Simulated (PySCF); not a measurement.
iodomethane (CH₃I), SMILES CI. Geometry: B3LYP-D3(BJ)/def2-TZVP. The def2 effective core potentials stand for the cores of I; spin–orbit coupling is left out.

Problem. Give the equilibrium geometry at B3LYP-D3(BJ)/def2-TZVP (PySCF confirms it by a frequency run) as bond lengths and angles, and its point group. (Estimate from the structure and the level; the computed values follow.)

Solution. point group C3v.
Atoms: C1 I2 H3 H4 H5. Bonds (Å): C1–I2 2.156, C1–H3 1.084, C1–H4 1.084, C1–H5 1.084. Angles (°): I2–C1–H3 107.4, I2–C1–H4 107.4, I2–C1–H5 107.4, H3–C1–H4 111.5, H3–C1–H5 111.5, H4–C1–H5 111.5.
Charge 0, spin multiplicity 1.
